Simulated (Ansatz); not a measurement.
Reaction (cleavage of the Si–Si bond): `F[SiH2][SiH2]Cl` + `[SiH3]N[SiH3]` → `F[SiH2]N([SiH3])[SiH3]` + `[SiH3]Cl`

Program: Ansatz. Geometries: PBE0-D4/def2-TZVP. ΔE: electronic, gas phase. CCSD(T)/CBS adds triple-zeta CCSD(T) − MP2 to the extrapolated MP2 energy (def2 sets, frozen cores). This one scheme is used for every species. Functionals use def2-TZVPP. B3LYP here is the variant with VWN-RPA as its local correlation; programs differ in this. Each species was taken in one conformer, which may not be the lowest.

`F[SiH2][SiH2]Cl`:

Cartesian coordinates in Å:
```
F 2.293 0.508 -0.079
Si 0.780 0.820 0.360
Si -0.649 -0.870 -0.412
Cl -2.529 -0.313 0.239
H 0.732 0.894 1.842
H 0.388 2.129 -0.220
H -0.334 -2.201 0.162
H -0.681 -0.968 -1.893
```

`[SiH3]N[SiH3]`:

```xyz
10

Si   -1.344    0.431    0.668
N    -0.274   -0.422   -0.384
Si    1.439   -0.278   -0.539
H    -0.568    1.533    1.289
H    -1.900   -0.436    1.744
H    -2.499    0.989   -0.087
H    -0.702   -1.144   -0.947
H     1.855    0.914    0.240
H     1.831   -0.114   -1.965
H     2.162   -1.472   -0.019
```

`F[SiH2]N([SiH3])[SiH3]`:

Cartesian coordinates in Å:
```
F 0.680 0.850 2.502
Si 0.844 1.179 0.946
N 0.009 0.037 -0.020
Si 0.891 -1.239 -0.817
Si -1.726 0.080 -0.178
H 0.298 2.540 0.752
H 2.288 1.086 0.626
H 1.642 -0.729 -1.994
H 1.852 -1.873 0.121
H -0.103 -2.243 -1.278
H -2.351 -1.118 0.439
H -2.209 1.304 0.512
H -2.115 0.125 -1.612
```

`[SiH3]Cl`:

```xyz
5

Si    0.110    0.065    0.008
Cl   -1.654   -0.978   -0.116
H     0.259    0.884   -1.217
H     1.224   -0.904    0.119
H     0.060    0.934    1.206
```

```tsv
level	ΔE (kJ/mol)	difference from CCSD(T)/CBS
PBE-D4	-72.1	21.3
r2SCAN-D4	-86.7	6.7
PBE0-D4	-78.8	14.6
B3LYP-D4	-87.5	5.9
ωB97X-V	-87.8	5.6
ωB97M-V	-95.3	-1.9
B2PLYP	-89.7	3.7
PBE	-67.2	26.2
r2SCAN	-85.4	8.0
PBE0	-74.5	18.9
B3LYP	-79.6	13.8
HF/def2-TZVPP	-95.9	-2.5
MP2/def2-TZVPP	-103.3	-9.9
SCS-MP2/def2-TZVPP	-101.9	-8.5
CCSD/def2-TZVPP	-95.1	-1.7
CCSD(T)/def2-TZVPP	-95.6	-2.2
HF/def2-QZVPP	-97.4	-4.0
MP2/def2-QZVPP	-102.6	-9.2
SCS-MP2/def2-QZVPP	-101.0	-7.6
HF/CBS(def2)	-97.6	-4.2
MP2/CBS(def2)	-101.2	-7.8
CCSD/CBS(def2)	-92.9	0.5
CCSD(T)/CBS	-93.4	0
```

Largest T1 diagnostic among the species: 0.012.

From PBE to PBE0 (25 % exact exchange), in def2-TZVPP and without D4, ΔE moves by −7.4 kJ/mol. The D4 term adds −7.9 kJ/mol with B3LYP and −4.3 kJ/mol with PBE0; it sums over pairs of atoms, weighted by their polarisabilities, and B3LYP, whose exchange is more repulsive, gets the larger term.
